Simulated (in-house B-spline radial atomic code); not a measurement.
Values are calculated unless marked as measured or tabulated.
# C6 from the polarisability at imaginary frequency: the magnesium ion Mg²⁺

LDA exchange-only linear response of the closed shell [He] 2s2 2p6, from a B-spline radial code for spherical atoms; scalar-relativistic (spin-free one-electron X2C), finite nucleus, no spin-orbit coupling.

The dispersion coefficient of two like species is C6 = (3/π) ∫ α(iu)² du from 0 to ∞.

```csv
u (hartree),α(iu) (bohr³)
0,0.5231
0.156,0.5214
0.364,0.5139
0.624,0.4974
1.04,0.4591
1.56,0.4029
2.34,0.3225
3.64,0.2225
5.2,0.1494
7.79,0.08651
13,0.03869
26,0.01146
```

(1) Fit one oscillator, α(iu) = α(0)/(1 + u²/ω²), through u = 1.56 and estimate C6.

(2) How does that compare with the full integral?

Results:

(1) From α(0)/α(iu) − 1 = 0.5231/0.4029 − 1 = 0.2983, ω = u/√0.2983 = 2.8561 hartree (77.7 eV). London's formula gives C6 = (3/4) α(0)² ω = 0.75 × 0.5231² × 2.8561 = 0.5861 hartree·bohr⁶, and the oscillator holds f = α(0) ω² = 4.27 electrons, of a sum of oscillator strengths of 10.0.

(2) The program's quadrature over all excitations gives C6 = 0.6382, so the single oscillator is off by -8.2 %. At the last point the fit gives α = 0.00624 against 0.0115: higher excitations, and deeper shells where there are any, keep the true curve higher at large u.
